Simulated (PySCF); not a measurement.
**Computed properties of Ge(F)2(Br)(OH) (BrF₂GeHO), SMILES [F][Ge]([Br])([OH])[F]**

BrF₂GeHO, SMILES [OH][Ge]([F])([F])[Br]. The structure is a stationary point at PBE0-D3(BJ)/def2-SVP. This is a generated structure with no PubChem entry under its InChIKey; it may be hypothetical. Other conformers were not sampled. All values are computed for the isolated molecule unless a solvent is named; none is compared with measurement here.

**Structure.** The optimised structure has Cs symmetry. All 12 harmonic modes at PBE0-D3(BJ)/def2-SVP (PySCF) are real, so it is a minimum. With heavy atoms numbered as in [OH:1][Ge:2]([F:3])([F:4])[Br:5], the shortest bond between them is Ge2–F4 at 1.718 Å and the longest Ge2–Br5 at 2.245 Å.

**Vibrations.** The strongest infrared lines (harmonic, unscaled, degenerate partners summed) lie at 3879 cm⁻¹ (148 km/mol, H 94 %), 785 cm⁻¹ (117 km/mol, O 60 %, Ge 24 %, F 15 %), 762 cm⁻¹ (84 km/mol, F 75 %, Ge 25 %). The softest mode is at 92 cm⁻¹ and the zero-point energy is 12.2 kcal/mol.

**Electronic structure.** r2SCAN/def2-TZVP (PySCF) places the frontier levels at -8.47 and -2.31 eV, a gap of 6.16 eV, and gives a dipole moment of 1.17 D and a mean polarisability of 47.4 bohr³. PBE/def2-TZVP (PySCF) at the same geometry gives -8.08 and -2.62 eV, so its gap is 0.70 eV narrower. An orbital gap is neither the optical nor the fundamental gap.

**Excitations.** TDDFT-B3LYP/def2-SVPD (PySCF) has S1 at 5.93 eV (209 nm, f = 0.008, weak); the most intense of the 10 singlets computed lies at 8.25 eV (f = 0.08). T1 (TDA) is at 5.46 eV. TDDFT-PBE/def2-SVPD (PySCF) puts S1 at 5.52 eV. No vertical singlet excitation falls in the visible range (under 3.1 eV).

**NMR.** GIAO shifts at PBE0/pcSseg-1 (PySCF) (non-relativistic, atoms alike by connectivity averaged): ¹H at 2.7 ppm against TMS; ¹⁹F at -124.3 ppm against CFCl3. Without spin–orbit terms, shifts of atoms bonded to Cl or Br come out too high.
